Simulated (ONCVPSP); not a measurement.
**Pt (Z = 78): variants of one ONCV potential**

Base potential:

- Element: Pt
- Generator: ONCVPSP 4.0.1
- Type: optimised norm-conserving Vanderbilt (ONCV)
- Functional: PBE
- Relativity: fully relativistic
- Frozen core: [Kr] 4d10 4f14
- Valence charge: 18
- Reference configuration: 5s2 5p6 5d9.5 6s0.5
- Partial waves: 5s+6s: rc 1.40 bohr, ncon 3, nbas 6, qcut 7.9 1/bohr, 2 projectors; 5p: rc 1.80 bohr, ncon 4, nbas 8, qcut 8.9 1/bohr, 1 projector; 5d: rc 2.30 bohr, ncon 4, nbas 9, qcut 7.8 1/bohr, 3 projectors, debl 1.9 Ha
- Local potential: polynomial inside 1.15 bohr (lpopt 5, dvloc0 4 Ha)
- Core correction: none

Open shells are filled in proportion to 2j + 1.

Cutoffs, loose and tight: the cutoffs (Ha) at which the residual kinetic energy of the hardest occupied pseudo-wave falls to 1 and 0.1 mHa per electron. They do not see the model core or the augmentation charge, which bear on the density cutoff. Test errors are all-electron minus pseudo excitation energies from the reference, over the configurations 5s2 5p6 5d9 6s1; 5s2 5p6 5d9 6s0; 5s2 5p6 5d8 6s0; 5s2 5p6 5d8 6s2. A dash means not determined; rows that change the core or the reference have their own tests.

| change | outcome | cutoff, loose | cutoff, tight | bound ghosts | GHOST(+) flags above zero | largest test error (meV) |
| --- | --- | --- | --- | --- | --- | --- |
| base | generated | 25 Ha | 29 Ha | none | s, d3/2 | +2.5 |
| d: debl 0.2 | generated | 25 Ha | 29 Ha | none | s, d5/2, d3/2 | +3.4 |
| d: debl 0.35 | generated | 25 Ha | 29 Ha | none | s | +2.4 |
| d: debl 0.85 | generated | 25 Ha | 29 Ha | none | s, d3/2 | +2.2 |
| d: debl 2.5 | generated | 25 Ha | 29 Ha | none | s, d3/2 | +2.7 |
| d: debl 4.5 | generated | 25 Ha | 29 Ha | none | s | +2.7 |

**Question.** What comes out with this change to the base: d: debl 1.3?

**Answer.** outcome: failed: oncvpsp_r: lschvkbb convergence ERROR, n= 3 l= 2. Cause: the bound-state solver with the separable projectors failed.

Reading the sweep of the debl of the d channel (base included, trends over the rows without a ghost): The loose cutoff stays near 25 Ha. The median size of the test errors (rows with all tests solved) stays near 0.2 meV. The generation fails at 1.3 Ha.
